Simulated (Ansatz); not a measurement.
The first iterations of a band of C2H7AlOSi (12 atoms, charge 0, multiplicity 1).

Computed with RKS BLYP/def2-SVP (Ansatz 0.2.0).

```json
{"movable images": "7", "climbing image": "yes", "spring": "5.0 eV/Å²", "optimiser": "quadratic models (default)", "start path": "IDPP", "force threshold": "0.05 eV/Å", "iteration limit": "60", "end points": "relaxed"}
```

Image 0:

```xyz
12
Properties=species:S:1:pos:R:3
C -1.422 1.448 -0.435
C -1.082 0.553 -1.398
Al 0.062 -1.014 -1.052
Si 1.238 -1.128 1.140
O 1.758 0.419 1.641
H -1.058 1.357 0.606
H -2.086 2.313 -0.616
H -1.514 0.738 -2.401
H 0.183 -2.142 -2.182
H 2.490 -1.958 1.084
H 0.371 -1.783 2.196
H 1.136 1.143 1.451
```

Image 8:

```xyz
12
Properties=species:S:1:pos:R:3
C -2.208 1.133 0.154
C -1.594 0.778 -1.003
Al 0.165 -0.096 -1.068
Si 1.504 -0.624 0.964
O 2.508 -1.971 0.671
H -1.754 0.944 1.143
H -3.197 1.627 0.183
H -2.143 1.011 -1.938
H 0.784 -0.489 -2.496
H 0.672 -1.029 2.148
H 2.308 0.576 1.426
H 3.031 -1.914 -0.150
```

| iteration | highest image above the first end (eV) | largest band force component (eV/Å) |
| --- | --- | --- |
| 1 | 0.225 | 0.755 |
| 2 | 0.118 | 0.674 |

Question: Does the band converge within its limit, and where does its top end?

Answer: The forces met the threshold. It ended after 7 iterations with the highest image 0.039 eV above the first end. A vibrational analysis at the climbing image gives no mode beyond 40i cm⁻¹: the surface is too flat there to confirm a saddle point.

Time of the run: 2.3 min on 2 threads of Arm Neoverse V1, with other jobs on the host, peak memory 0.15 GiB.
